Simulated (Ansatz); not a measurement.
```yaml
crystal:
  periodic: [false, false, false]
  atoms:
    - {symbol: C, position_ang: [-1.526365, -0.333453, -1.191931]}
    - {symbol: Al, position_ang: [-0.668513, 0.235814, 0.537080]}
    - {symbol: C, position_ang: [-0.685375, -0.925403, 2.084705]}
    - {symbol: O, position_ang: [-0.610036, 1.953274, 0.906573]}
    - {symbol: N, position_ang: [1.374828, 0.312223, 0.167352]}
    - {symbol: Si, position_ang: [1.882658, 0.067218, -1.555595]}
    - {symbol: H, position_ang: [-1.445270, 0.319439, -1.955022]}
    - {symbol: H, position_ang: [-2.642059, -0.340274, -0.968815]}
    - {symbol: H, position_ang: [-1.346399, -1.243401, -1.411551]}
    - {symbol: H, position_ang: [-0.099806, -0.675608, 2.899820]}
    - {symbol: H, position_ang: [-0.345134, -1.971957, 1.761719]}
    - {symbol: H, position_ang: [-1.710195, -1.064022, 2.487732]}
    - {symbol: H, position_ang: [-1.379010, 2.498912, 1.062840]}
    - {symbol: H, position_ang: [1.849784, -0.230783, 0.848722]}
    - {symbol: H, position_ang: [1.458089, 1.351141, 0.357605]}
    - {symbol: H, position_ang: [1.516807, -1.367909, -1.837018]}
    - {symbol: H, position_ang: [3.353187, 0.290226, -1.689268]}
    - {symbol: H, position_ang: [1.186804, 1.031987, -2.415391]}
basis:
  gaussian: {orbitals: "6-31++G**", final_grid: {core_spheres: 8, valence_spheres: 7, degree: 23}, nuclear_model: gaussian}
total_charge: -1
magnetization: {spin_polarized: true, initial_magnetization: 1}
hamiltonian: {xc: {name: PBEsol}, dispersion: d3bjatm}
```

```sh
$ ansatz run in.yaml --threads 4 --pin off --events-out ev --progress --plain --max-ram 11315MiB
```

Shortened log:

```
Functional definition: PBEsol
1960 factors; their error is unknown
mean field evaluation 1: about -20191.3061 eV, gradient 7.5e1 eV
mean field evaluation 2: about -20078.2238 eV, gradient 1.5e2 eV
mean field evaluation 4: about -20215.6251 eV, gradient 1.6e1 eV
mean field evaluation 8: about -20216.8704 eV, gradient 1.5e-1 eV
mean field evaluation 16: about -20216.7698 eV, gradient 2.6e-3 eV
mean field -20216.76975384 eV, -742.9525850350 hartree, gradient 1.1e-5 eV, S^2 0.750383; 10 other end points of the search recorded, 0 dependent functions left out
reference -20216.76981678 eV, -742.9525873480 hartree; 34, 33 occupied and 160, 161 virtual orbitals, 1960 factors
Total energy: -20216.95764180 eV, -742.9594897902 hartree
```

It took 7 s on 4 threads of an Intel Xeon Platinum 8375C on a shared host, with 0.42 GiB of host memory at the peak.
